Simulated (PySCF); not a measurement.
# `CN(C)C(Cl)=C=CCl`, C5H7Cl2N

Geometry:
| atom | x (Å) | y (Å) | z (Å) |
| --- | --- | --- | --- |
| C1 | -0.588 | -1.181 | -0.283 |
| N2 | -0.442 | 0.254 | -0.247 |
| C3 | -1.449 | 0.964 | 0.509 |
| C4 | 0.850 | 0.721 | -0.296 |
| Cl5 | 1.026 | 2.454 | -0.469 |
| C6 | 1.947 | -0.017 | -0.310 |
| C7 | 3.033 | -0.736 | -0.344 |
| Cl8 | 4.009 | -1.076 | 1.067 |
| H9 | 0.016 | -1.596 | -1.103 |
| H10 | -0.265 | -1.668 | 0.658 |
| H11 | -1.644 | -1.429 | -0.460 |
| H12 | -1.418 | 0.717 | 1.588 |
| H13 | -1.311 | 2.045 | 0.396 |
| H14 | -2.444 | 0.700 | 0.121 |
| H15 | 3.449 | -1.198 | -1.246 |

Level of theory: PySCF 2.14.0, quadratic response CAM-B3LYP/aug-cc-pVDZ first hyperpolarisability, Taylor convention, gas phase. Geometry: PBE0-D3(BJ)/def2-SVP.

**Question.** What is the first hyperpolarisability, and how does it disperse?

**Answer.** In au, Taylor convention; the vector part is βᵢ = ⅓ Σⱼ (βᵢⱼⱼ + βⱼᵢⱼ + βⱼⱼᵢ); β∥ is 3/5 of the vector part along the dipole, the dipole points from − to +:
```csv
process,λ (nm),β vector norm,β∥,β HRS,depolarisation ratio
"static β(0;0,0)",∞,314.6,164.1,135.6,4.42
"second harmonic β(−2ω;ω,ω)",1907,345.1,180.3,148.4,4.45
"Pockels β(−ω;ω,0)",1907,324.4,169.3,–,–
"second harmonic β(−2ω;ω,ω)",1064,429.5,225.4,183.9,4.51
"Pockels β(−ω;ω,0)",1064,347.4,181.6,–,–
```

**Question.** Which lowest excitations, dipole and polarisabilities go with it?

**Answer.** S1 4.14 eV (f = 0.002); S2 5.26 eV (f = 0.145); S3 5.51 eV (f = 0.013); dipole 3.11 D; isotropic α 108.8 au static, 109.2 au at 1907 nm, 110.3 au at 1064 nm, 110.6 au at 953.5 nm, 115.3 au at 532 nm.
